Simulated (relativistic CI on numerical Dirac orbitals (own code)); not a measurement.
Calculated levels, Tb IX

Computed by Dirac-Coulomb-Breit CI, separate exchange-only KLI orbitals for each configuration, QED by a radiative potential, unscaled Slater integrals (own radial code, finite nucleus).

CI space (outside the closed core [Kr] 4d10 5s2): 4f7 5p2, 4f8 6s. The list is cut by size and lacks configurations that can hold low levels.

| No. | Configuration | Term | J | E (cm⁻¹) | % | Landé g | Lifetime (s) |
| --- | --- | --- | --- | --- | --- | --- | --- |
| 1 | 4f7 5p2 | 10P° | 7/2 | 0.0 | 70 | 2.133 |  |
| 2 | 4f7 5p2 | 10P° | 9/2 | 29400.3 | 88 | 1.934 | 1.90e-03 |
| 3 | 4f7 5p2 | 8P° | 7/2 | 44063.7 | 28 | 1.815 | 2.53e-03 |
| 4 | 4f7 5p2 | 10P° | 11/2 | 44167.6 | 72 | 1.766 | 1.38e-02 |
| 5 | 4f7 5p2 | 8P° | 5/2 | 46720.6 | 31 | 1.992 | 4.47e-03 |
| 6 | 4f7 5p2 | 8D° | 3/2 | 49425.7 | 57 | 2.530 | 1.04e+00 |
| 7 | 4f7 5p2 | 8K° | 7/2 | 50274.3 | 54 | 0.367 | 1.76e+00 |
| 8 | 4f7 5p2 | 8K° | 9/2 | 51389.8 | 47 | 0.800 | 3.67e+00 |
| 9 | 4f7 5p2 | 8H° | 17/2 | 52126.5 | 42 | 1.333 |  |
| 10 | 4f7 5p2 | 8K° | 11/2 | 52335.6 | 38 | 1.033 | 8.42e+00 |
| 11 | 4f7 5p2 | 8H° | 15/2 | 52891.9 | 27 | 1.272 | 3.31e+01 |
| 12 | 4f7 5p2 | 8K° | 13/2 | 52896.7 | 26 | 1.178 | 4.16e+01 |
| 13 | 4f7 5p2 | 8D° | 9/2 | 53670.6 | 35 | 1.655 | 2.58e-02 |
| 14 | 4f7 5p2 | 8P° | 7/2 | 55361.6 | 45 | 1.884 | 2.24e-03 |
| 15 | 4f7 5p2 | 8D° | 7/2 | 57401.3 | 34 | 1.694 | 5.58e-03 |
| 16 | 4f7 5p2 | 8D° | 5/2 | 57558.7 | 46 | 1.937 | 4.36e-02 |
| 17 | 4f7 5p2 | 8F° | 3/2 | 58392.7 | 41 | 2.120 | 6.04e-02 |
| 18 | 4f7 5p2 | 8F° | 1/2 | 59254.2 | 63 | 3.625 | 6.77e-02 |
| 19 | 4f7 5p2 | 8P° | 5/2 | 60054.5 | 57 | 2.052 | 1.73e-03 |
| 20 | 4f7 5p2 | 8P° | 9/2 | 66815.2 | 38 | 1.649 | 5.58e-03 |
| 21 | 4f7 5p2 | 6G° | 7/2 | 69376.4 | 15 | 1.228 | 9.47e-03 |
| 22 | 4f7 5p2 | 8F° | 11/2 | 69549.3 | 25 | 1.437 | 3.89e-02 |
| 23 | 4f7 5p2 | 8D° | 3/2 | 70427.8 | 63 | 2.550 | 1.43e-02 |
| 24 | 4f7 5p2 | 6G° | 5/2 | 70669.3 | 22 | 0.989 | 1.77e-02 |
| 25 | 4f7 5p2 | 8F° | 9/2 | 71154.1 | 16 | 1.388 | 2.90e-02 |
| 26 | 4f7 5p2 | 8H° | 3/2 | 72338.3 | 32 | 0.303 | 5.45e-02 |
| 27 | 4f7 5p2 | 8D° | 7/2 | 72753.9 | 33 | 1.673 | 2.76e-03 |
| 28 | 4f7 5p2 | 8F° | 13/2 | 72988.2 | 28 | 1.413 | 5.45e-02 |
| 29 | 4f7 5p2 | 8D° | 5/2 | 73677.0 | 35 | 1.931 | 2.12e-03 |
| 30 | 4f7 5p2 | 8F° | 7/2 | 74931.6 | 11 | 1.208 | 1.04e-02 |
| 31 | 4f7 5p2 | 8G° | 1/2 | 75360.6 | 45 | -0.698 | 4.05e-02 |
| 32 | 4f7 5p2 | 8G° | 3/2 | 76747.2 | 34 | 0.770 | 4.74e-02 |
| 33 | 4f7 5p2 | 6F° | 9/2 | 77053.8 | 13 | 1.259 | 1.94e-02 |
| 34 | 4f7 5p2 | 6H° | 5/2 | 77117.2 | 23 | 0.757 | 9.19e-02 |
| 35 | 4f7 5p2 | 8D° | 11/2 | 77323.4 | 20 | 1.401 | 1.72e-02 |
| 36 | 4f7 5p2 | 8G° | 7/2 | 77972.5 | 17 | 1.230 | 1.82e-02 |
| 37 | 4f7 5p2 | 8H° | 5/2 | 77987.0 | 26 | 0.977 | 2.40e-02 |
| 38 | 4f7 5p2 | 6O° | 17/2 | 78391.8 | 30 | 0.895 | 6.06e-02 |
| 39 | 4f7 5p2 | 8H° | 15/2 | 79232.7 | 28 | 1.322 | 4.45e-03 |
| 40 | 4f7 5p2 | 8H° | 13/2 | 79511.9 | 34 | 1.287 | 6.30e-03 |
| 41 | 4f7 5p2 | 8H° | 7/2 | 79662.3 | 11 | 1.106 | 1.02e-02 |
| 42 | 4f7 5p2 | 8P° | 5/2 | 79757.6 | 19 | 1.396 | 4.22e-03 |
| 43 | 4f7 5p2 | 8D° | 9/2 | 80018.4 | 21 | 1.449 | 3.22e-03 |
| 44 | 4f7 5p2 | 8D° | 5/2 | 80307.4 | 33 | 1.819 | 2.59e-03 |
| 45 | 4f7 5p2 | 8D° | 9/2 | 80367.7 | 26 | 1.536 | 2.19e-03 |

Energies count from the lowest computed level; ° marks odd parity; lifetimes are radiative, by E1, M1, E2 decay to levels of this space only; some are left blank where a channel outside the calculation adds to the decay or the decay crosses a small, uncertain gap.

The mean weight of the leading LS term, summed over parents, in these 45 levels is 36 %, and that of the leading jj configuration (from the same eigenvectors) 30 %.

At this charge configurations can still be misplaced by up to about 7 % of their energy. Terms inside the open d or f shell come out 10 to 20 % too wide with unscaled integrals. Levels and lines within the n = 5 or 6 shells can be off by up to 10 % or somewhat more, and those that change n by about 2 %, since core polarisation is missing.

LS names give the leading component of a level, which can be under half, so a name can repeat, a term be missing and a line seem to break the LS rules.
